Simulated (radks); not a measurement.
Ionisation ladder of mercury, from Hg44+ to Hg65+. Each ion is in the ground configuration listed by NIST, and IE = E(next ion) - E(this ion). Method: Dirac Kohn-Sham, PBE, spin-unpolarised, spherical densities, point nucleus; open shells are shared between the two j in proportion to 2j + 1; computed with a radial shooting solver on a logarithmic mesh with Libxc functionals.

species      configuration  E (hartree)  IE, Delta-SCF (eV)  <r> HOMO (bohr)  IE, NIST (eV)       kind  error (eV)
Hg44+                 [Kr]  -18372.2631              2406.2            0.377           2354     theory       +52.2
Hg45+    [Ar] 3d10 4s2 4p5  -18283.8383              2468.5            0.375           2412     theory       +56.5
Hg46+    [Ar] 3d10 4s2 4p4  -18193.1225              2531.1            0.373           2478     theory       +53.1
Hg47+    [Ar] 3d10 4s2 4p3  -18100.1063              2593.9            0.371           2539     theory       +54.9
Hg48+    [Ar] 3d10 4s2 4p2  -18004.7823              2656.8            0.369           2745     theory       -88.2
Hg49+    [Ar] 3d10 4s2 4p1  -17907.1451              2719.9            0.367           2815     theory       -95.1
Hg50+        [Ar] 3d10 4s2  -17807.1904              2998.3            0.350           2981     theory       +17.3
Hg51+        [Ar] 3d10 4s1  -17697.0048              3063.8            0.348           3050  semi-emp.       +13.9
Hg52+            [Ar] 3d10  -17584.4130              5097.2            0.161           5055     theory       +42.2
Hg53+             [Ar] 3d9  -17397.0937              5241.2            0.160           5191     theory       +50.2
Hg54+             [Ar] 3d8  -17204.4813              5386.8            0.159           5335     theory       +51.8
Hg55+             [Ar] 3d7  -17006.5217              5533.7            0.158           5490     theory       +43.7
Hg56+             [Ar] 3d6  -16803.1614              5682.1            0.157           5636     theory       +46.1
Hg57+             [Ar] 3d5  -16594.3478              5831.9            0.156           5780     theory       +51.9
Hg58+             [Ar] 3d4  -16380.0292              5983.1            0.155           6041     theory       -57.9
Hg59+             [Ar] 3d3  -16160.1549              6135.6            0.154           6192     theory       -56.4
Hg60+             [Ar] 3d2  -15934.6758              6289.4            0.152           6356     theory       -66.6
Hg61+             [Ar] 3d1  -15703.5441              6444.5            0.151           6508     theory       -63.5
Hg62+                 [Ar]  -15466.7139              7119.1            0.171           6933     theory      +186.1
Hg63+         [Ne] 3s2 3p5  -15205.0934              7258.5            0.170           7066     theory      +192.5
Hg64+         [Ne] 3s2 3p4  -14938.3486              7398.4            0.170           7211     theory      +187.4
Hg65+         [Ne] 3s2 3p3  -14666.4632              7538.6            0.169           7350     theory      +188.6

Reference values: NIST Atomic Spectra Database (exp. = measured, semi-emp. = semi-empirical, theory = theoretical value adopted there). The ionisation energy per charge of the ion left behind rises most, in proportion, at Hg52+ ([Ar] 3d10), from 58.919 to 96.174 eV. Spin polarisation and multiplet splitting are left out, so open shells lie too high by an amount that depends on their filling. Sharing an open shell by 2j + 1 raises it above the true ground level by a part of the spin-orbit splitting, which enters the differences from NIST.

Beside tabulated values, note that spin-unpolarised runs miss the spin-polarisation part of the exchange energy of open shells.
